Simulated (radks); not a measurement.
Question: The mean radii <r> (bohr) of the occupied orbitals of an atom or ion are listed with their occupations. Method: scalar-relativistic Kohn-Sham, LDA (Slater exchange, VWN5 correlation), spin-polarised, spherical densities, finite nucleus; Fermi nuclear charge, rms radius of each element as measured or else 0.836 A^(1/3) + 0.57 fm; computed with a radial shooting solver on a logarithmic mesh with Libxc functionals.

| orbital | occ. | <r> |
|---|---|---|
| 1s up | 1 | 0.03609 |
| 1s down | 1 | 0.03608 |
| 2s up | 1 | 0.1536 |
| 2s down | 1 | 0.1538 |
| 2p up | 3 | 0.1329 |
| 2p down | 2 | 0.1331 |

Name the element and its charge. Open shells, if any, are filled with parallel spins first.

Answer: Z = 41, niobium, charge +32: Nb32+ in [He] 2s2 2p5. The 1s radius gives Z: for a bare nucleus <r> = (2 gamma + 1)/(2Z) with gamma = sqrt(1 - (Z/c)^2), 0.03547 bohr for Z = 41, and screening makes it slightly larger (0.03609 here). The occupations add up to 9, and the charge is Z minus that.
